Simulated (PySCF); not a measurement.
C₂H₃O₃, SMILES COC([O])=O (connectivity only; charge and spin as stated), charge -1, multiplicity 1.

The structure is a stationary point at B3LYP-D3(BJ)/def2-SVPD. The spin state was assumed, not searched. The isomer is the one that the SMILES or the coordinates give; other isomers of the formula were not compared.

These are SMD-B3LYP/def2-SVPD in PySCF values and carry that method's errors.

Solvation free energies are E(SMD) − E(gas) at the gas-phase geometry, for 1 M in both phases.

| solvent | ΔG(solv) (kcal/mol) | its non-electrostatic (CDS) part |
|---|---|---|
| water | -66.9 | 4.9 |
| dichloromethane | -51.9 | 0.9 |
| n-hexane | -26.4 | -0.7 |
